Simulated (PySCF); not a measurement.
**Electron correlation in Sb⁴¹⁺ (antimony, charge +41)**

Starting occupation: [Ne]. Computed with PySCF 2.14 in an even-tempered Gaussian basis (17 s from 4.8 bohr⁻², ratio 2.6; 13 p from 6.2 bohr⁻², ratio 2.6; 6 d from 6.4 bohr⁻², ratio 2.8; 3 f from 150 bohr⁻², ratio 2.8), with X2C-1e with screened-nucleus spin-orbit coupling, Gaussian nucleus. Frozen: 1s2; 8 electrons correlated; the 52 highest virtual spinors left out.

MP2 pair energies summed by pair of shells (mhartree):

| pair | energy | share (%) |
| --- | --- | --- |
| 2p1/2-2p3/2 | -101.42 | 33.4 |
| 2p3/2-2p3/2 | -95.99 | 31.6 |
| 2p3/2-2s1/2 | -46.74 | 15.4 |
| 2p1/2-2s1/2 | -24.06 | 7.9 |
| 2p1/2-2p1/2 | -23.35 | 7.7 |
| 2s1/2-2s1/2 | -12.25 | 4.0 |

Total MP2 correlation energy: -303.81 mhartree.

The virtual space was cut to 44 spinors, which keep -234.44 of the -303.81 mhartree of MP2 correlation.

```csv
level,correlation energy (mhartree)
CCSD,-235.51
(T),-0.02
CCSD(T),-235.53
```

Diagnostics: T1 = 4.3e-05, largest double amplitude 0.003.

Cost of the coupled-cluster step: roughly 10 core-seconds, for 8 occupied and 44 virtual spinors.

Iterations:

```
Init t2, MP2 energy = -0.234443742118469
CCSD nocc = 8, nmo = 52
Init t2, MP2 energy = -0.234443742118469
Init E_corr(GCCSD) = -0.234443742118469
cycle = 1  E_corr(GCCSD) = -0.235485252198208  dE = -0.00104151008  norm(t1,t2) = 0.00025174
cycle = 2  E_corr(GCCSD) = -0.23550934461583  dE = -2.40924176e-05  norm(t1,t2) = 8.08603e-06
cycle = 3  E_corr(GCCSD) = -0.235509988555731  dE = -6.43939901e-07  norm(t1,t2) = 3.27144e-07
cycle = 4  E_corr(GCCSD) = -0.235509987240862  dE = 1.31486902e-09  norm(t1,t2) = 1.9829e-09
GCCSD converged
E(GCCSD) = -4919.943314706678  E_corr = -0.235509987240862
```

The coupled-cluster values are those of the cut space; adding the MP2 remainder, -69.37 mhartree, estimates the full space.

At this charge the one-electron X2C treatment keeps the bare 1/r₁₂, with no two-electron picture change or Breit term. The effect here is smaller than on the frozen 1s shell.
